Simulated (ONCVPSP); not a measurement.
# Before and after: ONCV potential for Cu

copper (Cu), optimised norm-conserving Vanderbilt (ONCV), made with ONCVPSP 4.0.1 (BLYP, scalar-relativistic). Core [Ne], reference 3s2 3p6 3d10 (charge +1). Waves: 3s: rc 1.15 bohr, ncon 4, nbas 7, qcut 13.8 1/bohr, 2 projectors, debl 2.6 Ha; 3p: rc 1.10 bohr, ncon 5, nbas 8, qcut 12.4 1/bohr, 1 projector; 3d: rc 1.40 bohr, ncon 5, nbas 10, qcut 13 1/bohr, 2 projectors, debl 2.3 Ha. Local part: polynomial inside 1.00 bohr (lpopt 4, dvloc0 0 Ha). Core correction: Teter function, parameters optimised by the program.

In the s channel the program set the typed energies aside and used -4.528, 0.250 Ha.

Change: s: qcut 10; p: qcut 9; d: qcut 9.5.

Cutoffs: the cutoffs (Ha) at which the residual kinetic energy of the hardest occupied pseudo-wave falls to 1 and 0.1 mHa per electron; they do not see the model core or the augmentation charge, which bear on the density cutoff. Errors are all-electron minus pseudo energies relative to the spin-unpolarised reference configuration.

Task: Predict the effect on cutoff, ghosts and configuration errors.

Result: The potential gets neither clearly harder nor softer (63 Ha and 71 Ha → 50 Ha and 179 Ha); the d channel sets the loose cutoff, while the largest relative change is in s, which becomes softer; of the 3 tests that both files solve, the error grows in 1 and shrinks in 2 by more than 15 % and 0.3 meV (median size 32.7 → 13.8 meV); neither file shows a bound ghost.

| quantity | base | changed |
| --- | --- | --- |
| cutoff, loose | 63 Ha | 50 Ha |
| cutoff, tight | 71 Ha | 179 Ha |
| loose cutoff by channel | s 57 Ha, p 45 Ha, d 63 Ha | s 37 Ha, p 43 Ha, d 50 Ha |
| bound ghosts | none | none |
| GHOST(+) flags under 300 eV | none | none |
| tests with a reliable result | 3 of 4 | 3 of 4 |
| error for 3s2 3p6 3d10 4s1, meV [ΔE -8.28 eV] | -23 | +3.2 |
| error for 3s2 3p6 3d9, meV [ΔE 21.38 eV] | -33 | +14 |
| error for 3s2 3p6 3d8, meV [ΔE 60.41 eV] | -93 | +144 |
| s: phases at 1.16 bohr within 0.05 rad from the reference energy up to (Ha; the scan ends near 5) | to the end of the scan | to the end of the scan |
| p: phases at 1.12 bohr within 0.05 rad from the reference energy up to (Ha; the scan ends near 5) | to the end of the scan | 4.0 |
| d: phases at 1.42 bohr within 0.05 rad from the reference energy up to (Ha; the scan ends near 5) | to the end of the scan | to the end of the scan |
| rms error of d²Exc/dni dnj with the model core, mHa | 0.28 | 0.89 |
